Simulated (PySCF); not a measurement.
Curvature of the energy in the electron number along the third row, charge +2

Calculated with PySCF 2.14, in jorge-DZP-DKH, spin-free X2C: one orbital is emptied in steps, and each cell gives the departure of E from the straight line at half an electron, in eV (from a cubic fit). The exact functional gives zero.

```csv
species,orbital,LDA,PBE,r2SCAN,PBE0,BHandHLYP,LC-wPBE,UHF
Mg²⁺,2p beta,-3.58,-3.44,-3.08,-2.42,-1.41,-2.01,0.66
Al²⁺,3s alpha,-0.99,-1.07,-0.83,-0.79,-0.59,-0.12,0.01
P²⁺,3p alpha,-1.36,-1.32,-1.22,-0.97,-0.64,-0.25,0.09
S²⁺,3p alpha,-1.51,-1.47,-1.36,-1.07,-0.69,-0.33,0.13
Cl²⁺,3p alpha,-1.67,-1.62,-1.48,-1.17,-0.74,-0.43,0.17
Ar²⁺,3p beta,-1.69,-1.64,-1.50,-1.17,-0.75,-0.43,0.23
```

How does the mean departure depend on the functional?

LDA -1.80 eV; PBE -1.76 eV; r2SCAN -1.58 eV; PBE0 -1.26 eV; BHandHLYP -0.80 eV; LC-wPBE -0.59 eV; UHF 0.21 eV. Semilocal functionals are convex (delocalisation error), Hartree-Fock is concave or straight, and exact exchange removes curvature roughly in proportion to its share, so among the functionals the range-separated hybrids usually come closest to zero.
